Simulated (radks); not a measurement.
The numbers below are computed, except where a source is named.
Valence configurations of I (all share [Kr]). Code: a radial shooting solver on a logarithmic mesh with Libxc functionals. Model: scalar-relativistic Kohn-Sham, PBE, spin-polarised, spherical densities, point nucleus; open shells are filled with parallel spins first (spin-orbit coupling, left out, can overturn this in heavy ions). Energies are relative to 4d10 5s2 5p5; eigenvalues in eV for spin up.

[
 {"valence": "4d10 5s2 5p5", "E (eV)": "0.000", "moment (Bohr magnetons)": "1", "e(4d)": "-50.307", "e(5p)": "-7.373", "e(5s)": "-17.691"},
 {"valence": "4d10 5s1 5p6", "E (eV)": "10.369", "moment (Bohr magnetons)": "1", "e(4d)": "-51.695", "e(5p)": "-7.926", "e(5s)": "-18.519"},
 {"valence": "4d9.5 5s2 5p5.5", "E (eV)": "22.302", "moment (Bohr magnetons)": "1", "e(4d)": "-53.758", "e(5p)": "-7.791", "e(5s)": "-18.527"},
 {"valence": "4d9 5s2 5p6", "E (eV)": "45.765", "moment (Bohr magnetons)": "1", "e(4d)": "-57.206", "e(5p)": "-8.201", "e(5s)": "-19.340"}
]

NIST lists [Kr] 4d10 5s2 5p5 as the ground configuration; this level of theory agrees among the configurations tried. The energies are those of spherical high-spin densities, not of single terms.
